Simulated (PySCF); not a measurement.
Rh: electron affinity

Rh⁻ [Kr] 4d8 5s2 (3F) → Rh [Kr] 4d8 5s1 (4F), as a difference of total energies. Computed with PySCF 2.14 in def2-TZVPPD with the def2 core potential (28 electrons) (6s4p3d2f1g, 56 functions), with a scalar-relativistic core potential. Correlated levels: valence: 4s2 4p6 frozen. The calculations carry no spin-orbit coupling.

| method | electron affinity (eV) | difference from reference (eV) |
| --- | --- | --- |
| UHF | -0.357 | -1.500 |
| MP2 (valence) | 0.618 | -0.525 |
| SCS-MP2 (valence) | 0.706 | -0.437 |
| CCSD (valence) | 0.694 | -0.449 |
| CCSD(T) (valence) | 0.811 | -0.332 |

Reference: 1.143 eV (measured; photodetachment measurements, as compiled on the Wikipedia data page of electron affinities).

The reference lies between the lowest fine-structure levels, while these numbers refer to the centres of the terms.

Errors of the correlated levels include the incompleteness of this basis and the frozen core.

A negative affinity means that the anion lies above the atom at that level of theory.
